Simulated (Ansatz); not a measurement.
One change: `[F][In]([F])[SeH]` becomes `C=[CH][In]([F])[F]`.

Ansatz, PBE0-D4/def2-TZVP geometries, multiplicity 1. Each molecule was computed in one conformer, which needn't be the lowest.

Elements past krypton have def2 core potentials. Scalar relativity is left out up to krypton.

```
                                                                                  property  `[F][In]([F])[SeH]`
ideal-gas entropy at 298 K and 1 bar (rigid rotor, harmonic PBE0-D4/def2-TZVP) / J/(mol·K)                  359
                                                     HOMO–LUMO gap (B3LYP/def2-TZVPP) / eV                 4.92
                                                       HOMO–LUMO gap (PBE/def2-TZVPP) / eV                 3.44
                                                   HOMO–LUMO gap (ωB97M-V/def2-TZVPP) / eV                 9.55
                                            zero-point energy (PBE0-D4/def2-TZVP) / kJ/mol                 30.4
                                                         HOMO energy (PBE/def2-TZVPP) / eV                -6.97
```

Q: What does the change do to each property? (Best estimate.)

A: Ansatz gave: 
| property | `C=[CH][In]([F])[F]` | shift |
| --- | --- | --- |
| ideal-gas entropy at 298 K and 1 bar (rigid rotor, harmonic PBE0-D4/def2-TZVP) / J/(mol·K) | 365 | 6 |
| HOMO–LUMO gap (B3LYP/def2-TZVPP) / eV | 6.67 | 1.75 |
| HOMO–LUMO gap (PBE/def2-TZVPP) / eV | 4.97 | 1.53 |
| HOMO–LUMO gap (ωB97M-V/def2-TZVPP) / eV | 11.19 | 1.64 |
| zero-point energy (PBE0-D4/def2-TZVP) / kJ/mol | 118.5 | 88.1 |
| HOMO energy (PBE/def2-TZVPP) / eV | -7.66 | -0.69 |

With PBE0 the HOMO falls by 0.87 eV and the LUMO rises by 0.83 eV, so the gap widens by about 1.70 eV. PBE moves the HOMO by -0.69 eV and ωB97M-V by -0.98 eV. The zero-point energy changes by 88.1 kJ/mol with +9 modes. Modes under 60 cm⁻¹, often nearly free rotors, make the harmonic entropy too high.

B3LYP here is the variant with VWN-RPA as its local correlation; programs differ in this.

Spin–orbit coupling is left out; it splits and shifts lone-pair levels of the heavy atoms by tenths of an eV.
